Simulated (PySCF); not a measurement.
## GeSb and its ions

PBE0; Ge def2-SVP, Sb def2-SVP with ECP28; scalar-relativistic core potentials (PySCF 2.14). Neutral (UKS): doublet (π ↑), Re = 2.445 Å, ωe = 292 cm⁻¹, De = 2.58 eV, HOMO -5.92 eV, LUMO -4.20 eV.

GeSb⁺ (UKS): triplet (π ↑↑), Re = 2.600 Å, ωe = 241 cm⁻¹, De = 2.73 eV to Ge⁺ + Sb. The energies at the minima are -2316.70799 hartree for GeSb and -2316.42122 for GeSb⁺.

Question: Work out the adiabatic ionisation energy, without and with harmonic zero-point energies (1 hartree = 27.2114 eV, 1 eV = 8065.5 cm⁻¹), and the change of the bond length.

Answer: At PBE0: 0.28677 hartree = 7.803 eV between the minima; the zero-point term (241.0 − 292.0)/2 cm⁻¹ = -0.003 eV makes it 7.800 eV. Re changes by +15.5 pm against the neutral. The electron leaves a π orbital, and the longer bond of the ion fits a bonding orbital, or a change in how ionic the bond is.

Spin–orbit coupling is left out, which matters for elements this heavy, above all for dissociation energies. For an ion De counts to the pair picked by the measured ionisation energies or electron affinities, which need not be the lowest pair at this level. States were picked by a PBE0 search and need not be the measured ground states.
